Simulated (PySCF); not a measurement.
**Distorted geometries of TaF4**

TaF4 (doublet). PySCF 2.14.0, UKS r2SCAN, Ta def2-SVP with ECP60, F def2-SVP; non-relativistic Hamiltonian with scalar-relativistic core potentials where named; density fitting; no spin-orbit coupling. Relaxed geometry:

```xyz
5

Ta    0.0000    0.0000    0.0000
F     1.7686    0.0000   -0.6226
F     0.0000    1.7686    0.6226
F    -1.7686    0.0000   -0.6226
F     0.0000   -1.7686    0.6226
```

**Question.** Order these distorted geometries by energy above the relaxed one, lowest first.
A.
```xyz
5

Ta   -0.0125   -0.0382    0.0299
F     1.7595    0.0141   -0.6354
F    -0.0093    1.7892    0.6576
F    -1.7522    0.0479   -0.6435
F     0.0146   -1.8130    0.5914
```
B.
```xyz
5

Ta   -0.1542   -0.0332    0.0101
F     1.8692   -0.0495   -0.7010
F    -0.0114    1.5845    0.6350
F    -1.7625    0.0569   -0.5569
F     0.0589   -1.5587    0.6128
```
C.
```xyz
5

Ta   -0.0402   -0.0081    0.0179
F     1.8937    0.0325   -0.6536
F     0.0060    1.7138    0.5951
F    -1.8024    0.0499   -0.6253
F    -0.0572   -1.7880    0.6659
```

**Answer.** A (0.06 eV), C (0.40 eV), B (2.78 eV).

**Question.** Which forces (eV/Å) act in the one that lies 0.40 eV up?

**Answer.** 
```
Ta   2.93 -2.08 -1.82
F   -3.28 -0.18  1.16
F    0.00  1.76  0.66
F    0.32 -0.06  0.16
F    0.03  0.55 -0.16
```
Forces carry noise of the integration grid, about 0.01 to 0.03 eV/Å.

No frequency check is given that shows the relaxed geometry to be a minimum. Open shells may have lower solutions than the one found.
